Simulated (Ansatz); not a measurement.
Stepwise reaction of `c1cc[c]([GeH2][c]2ccccc2)cc1` with hydrogen, as a gas-phase model of exchange steps in deposition or etching. ΔE in kJ/mol.

Program: Ansatz. Geometries: PBE0-D4/def2-TZVP. ΔE: electronic, gas phase. CBS: MP2 limit from def2 TZ/QZ plus the TZ coupled-cluster correction, frozen cores. This one scheme is used for every species. Functionals use def2-TZVPP. B3LYP here is the variant with VWN-RPA as its local correlation; programs differ in this. For Ge outer-core shells are correlated without core-valence functions, which leaves a few kJ/mol of doubt a bond. Scalar relativity is left out up to krypton. Each species was taken in one conformer, which may not be the lowest.

```tsv
step	reaction	PBE-D4	B3LYP-D4	ωB97M-V	CCSD(T)/CBS
1	`c1cc[c]([GeH2][c]2ccccc2)cc1` + H₂ → `[GeH3][c]1ccccc1` + `c1ccccc1`	-30.1	-33.0	-35.1	-27.2
2	`[GeH3][c]1ccccc1` + H₂ → GeH₄ + `c1ccccc1`	-35.4	-39.1	-40.3	-32.6
```

Question: By hand: ΔE of the 2 steps together at CCSD(T)/CBS.

Answer: (-27.2) + (-32.6) = -59.8 kJ/mol, or -29.9 kJ/mol a step.

In ΔE each step is lower than the one before. All are downhill at CCSD(T)/CBS. PBE-D4 differs from CCSD(T)/CBS by -2.9 to -2.8 kJ/mol a step. Isolated molecules leave out the surface, adducts and barriers. Largest T1 diagnostic: 0.012.
